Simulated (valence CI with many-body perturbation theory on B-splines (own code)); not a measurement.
## E1 transitions of Dy XXXIV

Method: valence CI with perturbative core correlation (CI+MBPT): five valence electrons over a frozen Dirac-Fock core [Ar] 3d10, a basis of 11 s, 11 p, 10 d, 8 f, 5 g, 2 h functions for each j, with the one-electron correlation potential Σ1 (screened to all orders), the two-electron term Σ2, the three-electron term Σ3, Breit, model QED; selected single and double excitations, second order for the rest, scaled by the run's own slope (own B-spline code, finite nucleus).

The last digits are not significant, and no measured levels were compared; by estimate large intervals hold to a few tenths of a per cent, small ones and those within an open d or f shell to about a per cent. Among the levels kept, up to 2100 cm⁻¹ of a level comes from second order outside the variational space, and about a tenth of that is noise between levels of different J, which matters for small intervals.

Lines 1 to 50 of 559 in falling wavelength, among levels below 3124.6 × 10³ cm⁻¹, chosen from the strongest by gf and those to the six lowest levels. Wavelengths and rates use the calculated energies. Electric multipoles are in the length gauge, E1 and E2 with the static RPA response of the core. Weak lines are less certain than strong ones. Lines between different terms over intervals too small for the method are left out, as are lines whose strength nearly cancels. Where a level lies close to another of its J and parity, the split of strength between their lines is uncertain. The highest levels of a list are the least certain.

Levels are named by their leading jj configuration (3d3/2^4 stands for four electrons in 3d with j = 3/2), which in mixed levels can hold well under half, so a name can repeat and another be missing. Letters in brackets count levels of one name in rising energy.

```
λ vac (Å)                               Upper                               Lower   A (s⁻¹)  log gf  Branch %
    341.4          (4s 4p1/2^2 4p3/2^2) J=3/2                (4s^2 4p3/2^3) J=3/2  4.78e+07   -2.48       0.0
    182.9  (4s^2 4p1/2 4p3/2 4d3/2) J=5/2 [a]                (4s^2 4p3/2^3) J=3/2  4.84e+08   -1.84      27.2
    182.4  (4s^2 4p1/2 4p3/2 4d3/2) J=1/2 [a]                (4s^2 4p3/2^3) J=3/2  3.90e+08   -2.41       4.4
    181.5  (4s 4p1/2^2 4p3/2 4d5/2) J=7/2 [a]  (4s^2 4p1/2 4p3/2 4d5/2) J=5/2 [b]  3.69e+09   -0.84       1.9
    180.6  (4s^2 4p1/2 4p3/2 4d3/2) J=3/2 [a]                (4s^2 4p3/2^3) J=3/2  1.06e+09   -1.68       5.6
    176.9      (4s 4p1/2^2 4p3/2 4d5/2) J=9/2      (4s^2 4p1/2 4p3/2 4d5/2) J=9/2  3.84e+09   -0.74      32.0
    173.3          (4s 4p1/2^2 4p3/2^2) J=5/2          (4s^2 4p1/2 4p3/2^2) J=5/2  4.08e+09   -0.96      22.7
    169.8  (4s 4p1/2 4p3/2^2 4d3/2) J=7/2 [c]          (4s^2 4p3/2^2 4d3/2) J=7/2  4.88e+09   -0.77       0.9
    168.8      (4s 4p1/2^2 4p3/2 4d3/2) J=7/2      (4s^2 4p1/2 4p3/2 4d3/2) J=7/2  4.58e+09   -0.81      41.5
    168.7     (4s 4p1/2 4p3/2^2 4d5/2) J=11/2          (4s^2 4p3/2^2 4d5/2) J=9/2  7.70e+09   -0.40      29.7
    168.5          (4s^2 4p1/2^2 4d3/2) J=3/2          (4s^2 4p1/2 4p3/2^2) J=5/2  1.82e+09   -1.51      74.5
    168.3            (4s 4p1/2 4p3/2^3) J=5/2                (4s^2 4p3/2^3) J=3/2  4.36e+09   -0.95      19.0
    167.4  (4s 4p1/2 4p3/2^2 4d5/2) J=9/2 [b]          (4s^2 4p3/2^2 4d5/2) J=7/2  4.45e+09   -0.73      28.7
    165.2      (4s 4p1/2^2 4p3/2 4d5/2) J=9/2  (4s^2 4p1/2 4p3/2 4d5/2) J=7/2 [a]  8.11e+09   -0.48      67.7
    164.5       (4p1/2^2 4p3/2^2 4d3/2) J=7/2  (4s 4p1/2 4p3/2^2 4d3/2) J=7/2 [c]  8.50e+09   -0.56       8.0
    162.8          (4s 4p1/2^2 4p3/2^2) J=5/2          (4s^2 4p1/2 4p3/2^2) J=3/2  6.85e+09   -0.79      38.2
    158.6          (4s^2 4p1/2^2 4d3/2) J=3/2          (4s^2 4p1/2 4p3/2^2) J=3/2  4.01e+08   -2.22      16.4
    154.9          (4s 4p1/2^2 4p3/2^2) J=1/2          (4s^2 4p1/2 4p3/2^2) J=1/2  1.58e+10   -0.95      14.0
    154.5  (4s 4p1/2 4p3/2^2 4d5/2) J=7/2 [e]      (4s^2 4p3/2^2 4d5/2) J=5/2 [a]  5.45e+09   -0.81       2.5
    151.6  (4s 4p1/2^2 4p3/2 4d5/2) J=5/2 [b]  (4s^2 4p1/2 4p3/2 4d5/2) J=7/2 [b]  7.46e+09   -0.81       2.3
    151.4            (4s 4p1/2 4p3/2^3) J=1/2                (4s^2 4p3/2^3) J=3/2  5.72e+09   -1.41       1.4
    147.6  (4s 4p1/2^2 4p3/2 4d5/2) J=3/2 [a]            (4s 4p1/2 4p3/2^3) J=5/2  1.87e+10   -0.61      16.8
    147.3  (4s^2 4p1/2 4p3/2 4d3/2) J=5/2 [b]                (4s^2 4p3/2^3) J=3/2  4.89e+08   -2.02       0.1
    146.8  (4s^2 4p1/2 4p3/2 4d3/2) J=3/2 [b]                (4s^2 4p3/2^3) J=3/2  2.10e+09   -1.57       0.2
    144.8  (4s 4p1/2^2 4p3/2 4d3/2) J=5/2 [b]      (4s^2 4p1/2 4p3/2 4d3/2) J=7/2  1.16e+10   -0.66      11.8
    143.7  (4s^2 4p1/2 4p3/2 4d5/2) J=3/2 [a]                (4s^2 4p3/2^3) J=3/2  9.79e+08   -1.92       0.4
    143.1  (4s 4p1/2^2 4p3/2 4d5/2) J=7/2 [b]      (4s^2 4p1/2 4p3/2 4d5/2) J=9/2  1.58e+10   -0.41      18.9
    141.2       (4p1/2^2 4p3/2^2 4d3/2) J=7/2      (4s 4p1/2 4p3/2^2 4d3/2) J=9/2  2.11e+10   -0.30      19.7
    139.4          (4s 4p1/2^2 4p3/2^2) J=3/2          (4s^2 4p1/2 4p3/2^2) J=5/2  1.56e+10   -0.74       6.9
    137.7  (4s^2 4p1/2 4p3/2 4d3/2) J=1/2 [b]                (4s^2 4p3/2^3) J=3/2  2.26e+09   -1.89       0.3
    135.4  (4s 4p1/2^2 4p3/2 4d5/2) J=7/2 [b]  (4s^2 4p1/2 4p3/2 4d5/2) J=7/2 [a]  6.84e+09   -0.82       8.2
    135.2  (4s^2 4p1/2 4p3/2 4d5/2) J=5/2 [a]                (4s^2 4p3/2^3) J=3/2  3.78e+09   -1.21       0.9
    134.4      (4s 4p1/2^2 4d3/2 4d5/2) J=5/2  (4s 4p1/2 4p3/2^2 4d3/2) J=7/2 [a]  1.47e+10   -0.62      13.9
    133.7          (4s^2 4p1/2^2 4d5/2) J=5/2          (4s^2 4p1/2 4p3/2^2) J=5/2  8.80e+08   -1.85       0.5
    133.1  (4s 4p1/2 4p3/2^2 4d5/2) J=9/2 [c]          (4s^2 4p3/2^2 4d5/2) J=9/2  8.15e+09   -0.66       3.8
    132.6          (4s 4p1/2^2 4p3/2^2) J=3/2          (4s^2 4p1/2 4p3/2^2) J=3/2  6.17e+09   -1.19       2.7
    131.3  (4s^2 4p1/2 4p3/2 4d5/2) J=3/2 [b]                (4s^2 4p3/2^3) J=3/2  7.06e+09   -1.14       1.3
    131.0       (4p1/2^2 4p3/2^2 4d3/2) J=3/2  (4s 4p1/2 4p3/2^2 4d3/2) J=5/2 [a]  2.12e+10   -0.66      16.4
    127.4          (4s^2 4p1/2^2 4d5/2) J=5/2          (4s^2 4p1/2 4p3/2^2) J=3/2  1.75e+09   -1.59       1.1
    127.0  (4s^2 4p1/2 4p3/2 4d5/2) J=5/2 [b]                (4s^2 4p3/2^3) J=3/2  1.20e+09   -1.76       0.2
    124.8  (4s^2 4p1/2 4p3/2 4d5/2) J=3/2 [c]                (4s^2 4p3/2^3) J=3/2  4.21e+09   -1.41       1.3
    120.0      (4s^2 4p1/2 4p3/2 4d5/2) J=1/2                (4s^2 4p3/2^3) J=3/2  3.07e+09   -1.88       0.5
    107.3  (4s^2 4p1/2 4p3/2 4d3/2) J=3/2 [a]          (4s^2 4p1/2 4p3/2^2) J=1/2  2.31e+08   -2.80       1.2
    105.6       (4p1/2^2 4p3/2^2 4d3/2) J=7/2  (4s 4p1/2^2 4p3/2 4d5/2) J=7/2 [a]  1.45e+10   -0.71      13.6
    104.4            (4s 4p1/2 4p3/2^3) J=3/2          (4s^2 4p1/2 4p3/2^2) J=5/2  9.03e+08   -2.23       3.1
    103.8  (4s 4p1/2 4p3/2^2 4d5/2) J=9/2 [a]  (4s^2 4p1/2 4p3/2 4d5/2) J=7/2 [a]  2.18e+10   -0.45      88.5
    102.2  (4s^2 4p1/2 4p3/2 4d3/2) J=3/2 [a]          (4s^2 4p1/2 4p3/2^2) J=5/2  1.18e+09   -2.13       6.3
    101.7  (4s 4p1/2^2 4p3/2 4d3/2) J=5/2 [b]          (4s 4p1/2^2 4p3/2^2) J=3/2  1.65e+10   -0.81      16.8
    101.4     (4s 4p1/2 4p3/2^2 4d5/2) J=11/2      (4s^2 4p1/2 4p3/2 4d5/2) J=9/2  1.83e+10   -0.47      70.3
    101.4          (4s 4p1/2^2 4p3/2^2) J=5/2          (4s^2 4p1/2^2 4p3/2) J=3/2  7.00e+09   -1.19      39.0
```

Question: How does gf follow from A for the line at 120.0 Å?

Answer: gf = 1.4992 × (2J+1)_upper × A / σ², with σ = 833586 cm⁻¹ and 2J+1 = 2: gf = 0.0133.
